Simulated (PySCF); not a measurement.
## Working out the excitation energy of I⁺

I⁺ [Kr] 4d10 5s2 5p4 (3P) → I⁺ [Kr] 4d10 5s2 5p3 5d1 (5D). Computed with PySCF 2.14 in aug-cc-pVDZ-PP with ECP28MDF, with a scalar-relativistic core potential. Frozen: 4s2 4p6 4d10. Energies in hartree (1 hartree = 27.21139 eV):

```
             part   I⁺ (lower)   I⁺ (upper)
              UHF  -294.301268  -293.940307
MP2 opposite-spin    -0.046433    -0.032908
    MP2 same-spin    -0.015373    -0.012258
```

Question: What does Hartree-Fock give?

Answer: (-293.940307) − (-294.301268) = 0.360961 hartree = 9.822 eV.

Question: What do MP2 and SCS-MP2 (6/5 opposite-spin, 1/3 same-spin) give?

Answer: The opposite-spin parts differ by 0.368 eV and the same-spin parts by 0.085 eV. MP2: 9.822 + (0.368) + (0.085) = 10.275 eV. SCS-MP2: 9.822 + 1.2 × (0.368) + (0.085)/3 = 10.292 eV.

Measured between the centres of the two terms (NIST): 10.300 eV, so MP2 (valence) is off by -0.025 eV.

A double-zeta basis recovers only part of the correlation energy.

What remains against the reference includes basis incompleteness, the frozen core and correlation beyond second order.
